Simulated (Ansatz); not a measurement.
(HMg-mu-Br)2 (Mg2H2Br2), 6 atoms. Hardware: 4 threads of Arm Neoverse V2 on a shared host.

Correlated methods freeze 20 core orbitals; core or outer-core shells of Mg, Br are correlated, in sets that lack core-valence functions.

Problem. How many basis functions does each of these Ansatz runs have, and roughly what does it cost? PBE0-D4/def2-SVP, charge 0 singlet, energy, from earlier orbitals; LDA (SPW92)/def2-TZVP, charge 0 singlet, energy, from earlier orbitals; r2SCAN-D4/def2-TZVP, charge 0 singlet, energy, from earlier orbitals; PBE-D4/def2-SVP, charge 0 singlet, energy, from earlier orbitals; r2SCAN-D4/def2-TZVP, charge 1 doublet at the geometry of the charge 0 singlet, energy, from earlier orbitals; PBE0-D4/def2-TZVP, charge 0 singlet, energy and forces, from earlier orbitals; CCSD(T)/def2-TZVP, charge 0 singlet, energy, from earlier orbitals; BHLYP-D4/def2-TZVP, charge 0 singlet, energy, from earlier orbitals; B2PLYP/def2-TZVP, charge 0 singlet, energy, from earlier orbitals; PBE-D4/def2-TZVP, charge 0 triplet at the geometry of the charge 0 singlet, energy, from earlier orbitals; r2SCAN-D4/def2-TZVP, charge 0 triplet at the geometry of the charge 0 singlet, energy, from earlier orbitals; PBE-D4/def2-SVP, charge 0 singlet, relaxation, 4 steps.

Solution. Other jobs shared the machine, so times can vary by a factor of up to 3. A dash marks memory too small to be measured apart from the calling script's.

| run | functions | fitting or Cholesky vectors | wall time | peak host memory (GiB) |
| --- | --- | --- | --- | --- |
| LDA (SPW92)/def2-TZVP, charge 0 singlet, energy, from earlier orbitals | 172 | 1416 | 1 s | – |
| PBE-D4/def2-SVP, charge 0 singlet, energy, from earlier orbitals | 110 | 1164 | 1.1 s | – |
| PBE0-D4/def2-SVP, charge 0 singlet, energy, from earlier orbitals | 110 | 1002 | 1.7 s | – |
| BHLYP-D4/def2-TZVP, charge 0 singlet, energy, from earlier orbitals | 172 | 1644 | 3.3 s | 0.66 |
| PBE-D4/def2-SVP, charge 0 singlet, relaxation, 4 steps | 110 | 1164 | 3.5 s | – |
| r2SCAN-D4/def2-TZVP, charge 0 singlet, energy, from earlier orbitals | 172 | 1416 | 4.2 s | – |
| PBE0-D4/def2-TZVP, charge 0 singlet, energy and forces, from earlier orbitals | 172 | 1490 | 4.3 s | 0.62 |
| B2PLYP/def2-TZVP, charge 0 singlet, energy, from earlier orbitals | 172 | 1304 | 4.9 s | – |
| PBE-D4/def2-TZVP, charge 0 triplet at the geometry of the charge 0 singlet, energy, from earlier orbitals | 172 | 1416 | 8.5 s | – |
| r2SCAN-D4/def2-TZVP, charge 1 doublet at the geometry of the charge 0 singlet, energy, from earlier orbitals | 172 | 1416 | 11 s | – |
| r2SCAN-D4/def2-TZVP, charge 0 triplet at the geometry of the charge 0 singlet, energy, from earlier orbitals | 172 | 1416 | 13 s | – |
| CCSD(T)/def2-TZVP, charge 0 singlet, energy, from earlier orbitals | 172 | 1304 | 96 s | 2 |
